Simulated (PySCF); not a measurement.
Compound: C3H11N2OSi (doublet state).
Structure used (GFN2-xTB), in Å, numbered top down from 1:
```xyz
18
C3H11N2OSi angstrom
C     -1.490   -0.839   -1.588
C     -0.852   -0.523   -0.237
C     -1.873    0.065    0.734
O      0.196    0.372   -0.455
Si     1.314    0.870    0.629
N      1.890   -0.495    1.532
N      2.485    1.577   -0.446
H     -2.284   -1.571   -1.468
H     -0.740   -1.235   -2.268
H     -1.903    0.070   -2.019
H     -0.447   -1.449    0.200
H     -2.706   -0.619    0.869
H     -2.244    1.011    0.346
H     -1.394    0.246    1.693
H      2.567   -0.330    2.260
H      2.184   -1.295    0.981
H      3.157    2.220   -0.060
H      2.131    1.932   -1.321
```

The hyperfine couplings belong to this conformer and change with its torsions.

As a line formula: `CC(C)O[Si](N)N` [radical].

Level of theory: PySCF, UKS B3LYP, pcH-1 on C H N O Si, non-relativistic, mean-field spin-orbit, GIAO. One conformer (not necessarily the lowest) at the GFN2-xTB geometry, without solvent, vibrations or thermal averaging. Couplings are sensitive to structure, and on GFN2-xTB geometries they can be far from those on DFT ones, by a factor of two or more for some ions and for spin on atoms past the first row. Stability of the SCF solution: not tested.

Q: What is the g tensor, term by term?

A: 
```
                    Δg (ppm)     1     2     3
relativistic mass correction  -184  -184  -184
            gauge correction   102    23   103
   orbital Zeeman/spin–orbit  -687  -162   -21
                       total  -769  -324  -102
```

So g = 2.00155, 2.00200, 2.00222 and g_iso = 2.00192; the tensor is rhombic: the two nearest values differ by 33 % of g3 − g1. 

Q: Average each term over the three axes. Which is largest in size?

A: The orbital-Zeeman/spin–orbit term -290, the mass correction -184 and the gauge correction 76 ppm, for a total of -398 ppm. The orbital-Zeeman/spin–orbit term is the largest in size. The mass correction is the same along every axis, so the anisotropy comes from the other two: their spans along these axes are 80 (gauge) and 667 ppm (orbital Zeeman/spin–orbit).

Q: At 9.307 GHz, how far is the centre of the isotropic spectrum from where a free electron (g = 2.002319) resonates?

A: B = hν/(g μB) with μB/h = 13.99624 MHz/mT gives 332.10 mT for the free electron and 332.16 mT at g_iso, 0.07 mT higher.

Q: What are the electron Larmor frequencies g μB B/h along the three axes at 350 mT?

A: 9.8050, 9.8071, 9.8082 GHz for g1, g2 and g3, a range of 3.3 MHz.

Q: In a frozen sample, at which fields do the three g values resonate at 9.5, 34, 94 and 263 GHz (hyperfine left aside), and which band first spreads them over more than twice a line width of 1.0 mT?

A: 
```json
{"band": "X", "GHz": "9.5", "B(g3) mT": "339.00", "B(g2) mT": "339.04", "B(g1) mT": "339.11", "spread mT": "0.11"}
{"band": "Q", "GHz": "34.0", "B(g3) mT": "1213.27", "B(g2) mT": "1213.40", "B(g1) mT": "1213.67", "spread mT": "0.40"}
{"band": "W", "GHz": "94.0", "B(g3) mT": "3354.32", "B(g2) mT": "3354.70", "B(g1) mT": "3355.44", "spread mT": "1.12"}
{"band": "J", "GHz": "263.0", "B(g3) mT": "9384.97", "B(g2) mT": "9386.01", "B(g1) mT": "9388.10", "spread mT": "3.13"}
```

The spread grows in proportion to the frequency. J band is the first where it exceeds 2.0 mT.

Largest spin populations (Mulliken): Si5 (+0.78) and N7 (+0.12). Si5 is the only atom above +0.15. The angles at Si5 add up to 324.2°, so it is pyramidal.

The HOMO–LUMO gaps are 5.88 eV among the α and 5.14 eV among the β orbitals.

On one thread of an Arm Neoverse V2, no GPU, shared host with 192 logical CPUs at a one-minute load of 74, this took 77 s (with the writing of density and orbital grids) and 0.96 GiB of memory at its peak.
